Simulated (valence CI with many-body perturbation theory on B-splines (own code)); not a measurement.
## Forbidden lines of Tb31+

Calculated by relativistic CI+MBPT: six valence electrons over a frozen Dirac-Fock core [Ar] 3d10, radial functions for each j: 9 s, 9 p, 8 d, 6 f, 3 g, 1 h, with the one-electron correlation potential Σ1 (screened to all orders), the two-electron term Σ2, the three-electron term Σ3, Breit, model QED; selected single and double excitations, second order for the rest, scaled by the run's own slope (own B-spline code, finite nucleus).

No measured spectrum was set against this ion. As an estimate, large intervals hold to a few tenths of a per cent, small ones and those within an open d or f shell to about a per cent. Among the levels kept, up to 630 cm⁻¹ of a level comes from second order outside the variational space, and about a tenth of that is noise between levels of different J, which matters for small intervals.

Lines 1 to 29 of 29 in falling wavelength, among levels below 199.49 eV, chosen from the decays that carry over 1 % of a level's rate. Wavelengths and rates use the calculated energies. Electric multipoles are in the length gauge, E1 and E2 with the static RPA response of the core. Weak lines are less certain than strong ones. Lines between different terms over intervals too small for the method are left out, as are lines whose strength nearly cancels.

Levels are named by their leading jj configuration (3d3/2^4 stands for four electrons in 3d with j = 3/2), which in mixed levels can hold well under half, so a name can repeat and another be missing. Letters in brackets count levels of one name in rising energy.

| λ vac (nm) | Upper | Lower | Type | A (s⁻¹) | Branch % |
| --- | --- | --- | --- | --- | --- |
| 175.3 | (4s^2 4p1/2^2 4p3/2^2) J=0 | (4s^2 4p1/2^2 4p3/2^2) J=2 | E2 | 3.82e+00 | 100.0 |
| 149.4 | (4s^2 4p1/2^2 4p3/2 4d5/2) J=4 | (4s^2 4p1/2^2 4p3/2 4d3/2) J=3 | M1 | 3.94e+03 | 59.0 |
| 130.0 | (4s^2 4p1/2 4p3/2^2 4d5/2) J=5 | (4s^2 4p1/2 4p3/2^2 4d3/2) J=4 | M1 | 5.35e+03 | 3.4 |
| 103.8 | (4s^2 4p1/2 4p3/2^2 4d5/2) J=4 [b] | (4s^2 4p1/2 4p3/2^2 4d3/2) J=3 [a] | M1 | 5.01e+03 | 3.4 |
| 46.10 | (4s^2 4p1/2 4p3/2^2 4d3/2) J=4 | (4s^2 4p1/2^2 4p3/2 4d5/2) J=3 | M1 | 1.02e+04 | 6.9 |
| 40.45 | (4s^2 4p1/2 4p3/2^2 4d5/2) J=4 [a] | (4s^2 4p1/2^2 4p3/2 4d5/2) J=3 | M1 | 1.46e+05 | 21.2 |
| 35.42 | (4s^2 4p1/2 4p3/2^2 4d5/2) J=4 [b] | (4s^2 4p1/2^2 4p3/2 4d5/2) J=3 | M1 | 5.35e+04 | 35.8 |
| 33.46 | (4s^2 4p1/2 4p3/2^2 4d3/2) J=4 | (4s^2 4p1/2^2 4p3/2 4d5/2) J=4 | M1 | 1.49e+04 | 10.0 |
| 33.02 | (4s^2 4p1/2 4p3/2^3) J=1 | (4s^2 4p1/2^2 4p3/2^2) J=0 | M1 | 2.00e+05 | 21.0 |
| 31.99 | (4s^2 4p1/2 4p3/2^2 4d5/2) J=4 [b] | (4s^2 4p1/2^2 4p3/2 4d5/2) J=2 | E2 | 2.03e+03 | 1.4 |
| 30.38 | (4s^2 4p1/2 4p3/2^2 4d5/2) J=4 [a] | (4s^2 4p1/2^2 4p3/2 4d5/2) J=4 | M1 | 5.03e+05 | 73.0 |
| 27.79 | (4s^2 4p1/2 4p3/2^3) J=1 | (4s^2 4p1/2^2 4p3/2^2) J=2 | M1 | 7.44e+05 | 78.0 |
| 27.79 | (4s^2 4p1/2 4p3/2^3) J=1 | (4s^2 4p1/2^2 4p3/2^2) J=2 | E2 | 9.93e+03 | 1.0 |
| 27.45 | (4s^2 4p1/2 4p3/2^2 4d5/2) J=4 [b] | (4s^2 4p1/2^2 4p3/2 4d5/2) J=4 | M1 | 7.17e+04 | 48.0 |
| 27.45 | (4s^2 4p1/2 4p3/2^2 4d5/2) J=4 [b] | (4s^2 4p1/2^2 4p3/2 4d5/2) J=4 | E2 | 6.08e+03 | 4.1 |
| 27.34 | (4s^2 4p1/2 4p3/2^2 4d3/2) J=4 | (4s^2 4p1/2^2 4p3/2 4d3/2) J=3 | M1 | 1.10e+05 | 74.0 |
| 27.34 | (4s^2 4p1/2 4p3/2^2 4d3/2) J=4 | (4s^2 4p1/2^2 4p3/2 4d3/2) J=3 | E2 | 8.23e+03 | 5.6 |
| 26.61 | (4s^2 4p1/2 4p3/2^2 4d5/2) J=5 | (4s^2 4p1/2^2 4p3/2 4d5/2) J=4 | M1 | 1.40e+05 | 89.4 |
| 26.61 | (4s^2 4p1/2 4p3/2^2 4d5/2) J=5 | (4s^2 4p1/2^2 4p3/2 4d5/2) J=4 | E2 | 8.55e+03 | 5.5 |
| 26.50 | (4s^2 4p1/2 4p3/2^2 4d3/2) J=4 | (4s^2 4p1/2^2 4p3/2 4d3/2) J=2 | E2 | 2.08e+03 | 1.4 |
| 26.03 | (4s^2 4p3/2^4) J=0 | (4s^2 4p1/2 4p3/2^3) J=2 | E2 | 5.73e+04 | 2.5 |
| 25.62 | (4s^2 4p1/2 4p3/2^3) J=2 | (4s^2 4p1/2^2 4p3/2^2) J=2 | M1 | 4.84e+05 | 96.0 |
| 25.62 | (4s^2 4p1/2 4p3/2^3) J=2 | (4s^2 4p1/2^2 4p3/2^2) J=2 | E2 | 1.78e+04 | 3.5 |
| 25.25 | (4s^2 4p1/2 4p3/2^2 4d5/2) J=4 [a] | (4s^2 4p1/2^2 4p3/2 4d3/2) J=3 | M1 | 3.55e+04 | 5.2 |
| 24.12 | (4s^2 4p3/2^4) J=0 | (4s^2 4p1/2 4p3/2^3) J=1 | M1 | 2.27e+06 | 97.5 |
| 24.10 | (4s^2 4p1/2 4p3/2^2 4d3/2) J=4 | (4s 4p1/2^2 4p3/2^3) J=2 | E2 | 2.02e+03 | 1.4 |
| 22.58 | (4s^2 4p1/2 4p3/2^2 4d5/2) J=4 [b] | (4s^2 4p1/2^2 4p3/2 4d3/2) J=2 | E2 | 3.57e+03 | 2.4 |
| 9.596 | (4s^2 4p1/2 4p3/2^2 4d5/2) J=4 [b] | (4s^2 4p1/2 4p3/2^3) J=2 | M2 | 3.88e+03 | 2.6 |
| 9.362 | (4s^2 4p1/2^2 4p3/2 4d5/2) J=4 | (4s^2 4p1/2^2 4p3/2^2) J=2 | M2 | 2.72e+03 | 40.7 |
